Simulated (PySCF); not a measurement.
Some computed properties have been withheld. Give your best values.

Species: C3H9OSSi (doublet state).
Z-matrix (Å and degrees, GFN2-xTB geometry), rows numbered from 1:
```
C 
Si  1  1.9094
C   2  1.9054  1  111.24
S   2  2.3009  1  102.10  3   111.80
C   4  1.8449  2   98.12  1   124.77
O   4  1.4821  2  100.45  1  -127.09
H   1  1.0856  2  111.08  3    76.00
H   1  1.0868  2  111.80  3  -163.74
H   1  1.0894  2  110.71  3   -43.63
H   3  1.0882  2  111.59  1     1.53
H   3  1.0887  2  107.98  1   120.18
H   3  1.0860  2  113.06  1  -120.49
H   5  1.0840  4  107.80  2   -63.43
H   5  1.0843  4  109.21  2    57.49
H   5  1.0861  4  107.94  2   177.10
```

```json
{"property": "point group of the GFN2-xTB geometry", "level": "GFN2-xTB", "value": "?"}
{"property": "rotational constants A, B, C of the GFN2-xTB geometry", "level": "GFN2-xTB", "value": "?"}
{"property": "isotropic g value", "level": "unrestricted B3LYP/pcH-1, mean-field spin–orbit", "value": "2.00473"}
{"property": "spin squared ⟨S²⟩", "level": "unrestricted B3LYP/pcH-1", "value": "?"}
{"property": "largest isotropic hyperfine couplings (means over sets of like nuclei)", "level": "unrestricted B3LYP/pcH-1, mean-field spin–orbit", "value": "29Si -391.4 (Si2), 13C +31.5 (C1/C3), 13C +19.4 (C5), 1H +16.6 (H7/H8/H9/H10/H11/H12), 17O -6.8 (O6) MHz"}
```

The electronic properties come from PySCF, for the isolated species, density fitting. Hyperfine couplings depend on the geometry, which wasn't re-optimised at a DFT level. Couplings of like nuclei are plain means over topologically equivalent atoms, as if these changed places fast (by rotation of a methyl-like group, say); in this geometry the members of some sets differ.

(1) What is the point group of the GFN2-xTB geometry?

(2) The rotational constants A, B, C of the GFN2-xTB geometry?

(3) Give the spin squared ⟨S²⟩.

Answers

(1) C1.

(2) 3.147, 1.606, 1.345 GHz.

(3) 0.753.

g_iso is shifted by about +2410 ppm from the free-electron value 2.002319. At 9.50 GHz, hν = g·μB·B₀ (B₀ the magnetic field) puts the centre of the isotropic spectrum, to first order, at 338.6 mT. ⟨S²⟩ is 0.003 above the pure-spin value S(S + 1) = 0.75. The rotational constants make it an asymmetric top with κ = (2B − A − C)/(A − C) = -0.71, nearer the prolate limit (−1). With B = h/(8π²I), that is 505.379 GHz u Å² over I, the principal moments of inertia are 160.6, 314.7 and 375.9 u Å² (most abundant isotopes).

One conformer stands for the species.
